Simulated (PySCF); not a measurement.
silylarsine cation (AsH₅Si), SMILES [SiH3][AsH2] (connectivity only; charge and spin as stated), charge +1, multiplicity 2. Geometry: PBE0-D3(BJ)/def2-TZVP. The multiplicity is an assumed one; other spin states were not compared.

Calculation: PBE0-D3(BJ)/def2-TZVP (PySCF 2.14.0).

Harmonic wavenumbers (cm⁻¹): 92, 308, 328, 364, 550, 609, 816, 907, 912, 953, 2254, 2299, 2308, 2318, 2341. Rotational constants (GHz): 51.66, 3.643, 3.583; symmetry number 1.

### Question
Work out the zero-point energy and the ideal-gas rigid-rotor harmonic-oscillator thermochemistry at 298.15 K and 1 atm.

### Answer
ZPE = ½ Σ hcν = ½ × 17362 cm⁻¹ = 103.85 kJ/mol. H − E(el) = 120.22 kJ/mol. Entropy in J/(mol K): translation 167.15, rotation 99.08, vibration 37.27, spin 5.76, total 309.26. G − E(el) = 28.01 kJ/mol. Cp = 79.19 J/(mol K). Modes under 150 cm⁻¹ make the vibrational entropy uncertain.
